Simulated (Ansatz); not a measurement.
A run for Ansatz (a first-principles code): U-HF/def2-TZVPP on H2Sb (SMILES [SbH2]), 2S+1 = 2, atoms moved off the minimum. Elements past Kr take the def2 small-core potentials; no spin–orbit coupling.

Ansatz 0.2 input:
```yaml
crystal:
  periodic: [false, false, false]
  atoms:
    - {symbol: Sb, position_ang: [-0.03088873, 0.00127930, 0.10933956]}
    - {symbol: H, position_ang: [-1.20702316, -1.17870942, -0.08850804]}
    - {symbol: H, position_ang: [1.15701348, -1.22580098, -0.09709750]}
basis:
  gaussian:
    orbitals: def2-TZVPP
hamiltonian:
  xc: {name: HF}
magnetization: {spin_polarized: true, initial_magnetization: 1}
output: {forces: true}
```

Program output:

```
WARN ansatz: RAYON_NUM_THREADS=1 ignored (pool sized by the plan → 1); use --threads N
Functional definition: HF
integrals: 0.01 GiB planned
643 factors; their error is unknown
mean field: 0.13 GiB planned
mean field evaluation 1: about -6540.5434 eV, gradient 5.7e0 eV
mean field evaluation 2: about -6540.9182 eV, gradient 2.1e0 eV
mean field evaluation 4: about -6540.9825 eV, gradient 2.6e-1 eV
mean field evaluation 8: about -6541.7130 eV, gradient 1.4e-1 eV
mean field evaluation 16: about -6541.2709 eV, gradient 5.9e0 eV
mean field -6541.71321027 eV, -240.4035263448 hartree, gradient 1.2e-5 eV, S^2 0.766479; 0 other end points of the search recorded, 0 dependent functions left out
the calculation of the forces begins
reference -6541.71321027 eV, -240.4035263448 hartree; 13, 12 occupied and 65, 66 virtual orbitals, 643 factors
Total energy: -6541.71321027 eV, -240.4035263448 hartree
Atom 0 at    -0.030889     0.001279     0.109340 Å, force     0.459342    -0.194544    -0.032807 eV/Å
Atom 1 at    -1.207023    -1.178709    -0.088508 Å, force    -0.413207    -0.132440    -0.022125 eV/Å
Atom 2 at     1.157013    -1.225801    -0.097098 Å, force    -0.046135     0.326983     0.054932 eV/Å
Dipole moment:    -0.015045     0.054679     0.009188 e Å
```

Self-consistency was reached.

Cost: around 0.6 core-seconds (rough).
